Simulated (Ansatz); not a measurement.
Program: Ansatz. Geometries: PBE0-D4/def2-TZVP. ΔE: electronic, gas phase. CCSD(T)/CBS is the MP2 limit (def2-TZVPP, def2-QZVPP) plus CCSD(T) − MP2 in def2-TZVPP, frozen cores. This one scheme is used for every species. Functionals use def2-TZVPP. B3LYP here is the variant with VWN-RPA as its local correlation; programs differ in this. Each species was taken in one conformer, which may not be the lowest.

`NC(=O)[SiH2]CCl` + H₂ → `NC(=O)[SiH3]` + `CCl`  (hydrogenolysis of the Si–C bond)

**Question.** Is it downhill or uphill in electronic energy at CCSD(T)/CBS, and by how much? (Estimate.)

**Answer.** Ansatz gave: Downhill: ΔE = -0.25 eV.

**Question.** What do these levels give: B3LYP-D4, ωB97M-V, B2PLYP, r2SCAN, PBE0, MP2/def2-TZVPP, SCS-MP2/def2-TZVPP, CCSD/def2-TZVPP, MP2/def2-QZVPP, HF/CBS(def2), MP2/CBS(def2), CCSD/CBS(def2)? (Estimate.)

**Answer.** Computed: B3LYP-D4 -0.28, ωB97M-V -0.25, B2PLYP -0.33, r2SCAN -0.26, PBE0 -0.34, MP2/def2-TZVPP -0.21, SCS-MP2/def2-TZVPP -0.28, CCSD/def2-TZVPP -0.33, MP2/def2-QZVPP -0.20, HF/CBS(def2) -0.55, MP2/CBS(def2) -0.19, CCSD/CBS(def2) -0.30 eV.

Largest T1 diagnostic among the species: 0.016.

The D4 term adds +0.13 eV with B3LYP and +0.07 eV with PBE0; it sums over pairs of atoms, weighted by their polarisabilities, and B3LYP, whose exchange is more repulsive, gets the larger term. In def2-TZVPP, CCSD(T) changes the Hartree–Fock value by +0.27 eV (the triples alone add +0.05 eV) and MP2 by +0.34 eV.
